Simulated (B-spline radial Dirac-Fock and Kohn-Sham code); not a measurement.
## Elastic and transport cross sections of rhenium for electrons

These are calculated numbers from an atomic code on a B-spline grid; the model is relativistic (Dirac) partial waves in the static field of the Dirac-Fock atom with Furness-McCarthy exchange, without polarisation or absorption potentials. σ_tr1 and σ_tr2 weight the cross section with 1 − P₁ and 1 − P₂ of cos θ; "backward" is the share scattered beyond 90°.

```tsv
energy (eV)	σ (a₀²)	σ_tr1 (a₀²)	σ_tr2 (a₀²)	σ/σ_tr1	backward (%)
757	11.7	2.99	2.89	3.91	11
814	11.3	2.85	2.67	3.96	11
1000	10.2	2.45	2.15	4.18	11
1050	9.99	2.35	2.04	4.25	11
1060	9.95	2.33	2.03	4.27	11
1370	8.79	1.84	1.59	4.76	9.5
1450	8.54	1.74	1.51	4.90	9.2
1500	8.40	1.69	1.47	4.98	9.0
2000	7.27	1.24	1.16	5.87	7.3
2450	6.56	0.982	0.983	6.68	6.1
2460	6.54	0.977	0.980	6.70	6.1
2890	6.02	0.805	0.858	7.48	5.2
2910	6.00	0.798	0.853	7.51	5.2
3000	5.90	0.769	0.831	7.68	5.1
4040	5.05	0.527	0.638	9.57	3.8
4960	?	?	?	?	?
5000	4.50	0.398	0.519	11.3	3.0
```

Problem. Fill in the row for 4.96 keV.

Solution. σ = 4.52 a₀², σ_tr1 = 0.403 a₀², σ_tr2 = 0.524 a₀², σ/σ_tr1 = 11.2, backward 3.1 %. The ratio σ/σ_tr1 is roughly the number of elastic collisions that randomise the direction.
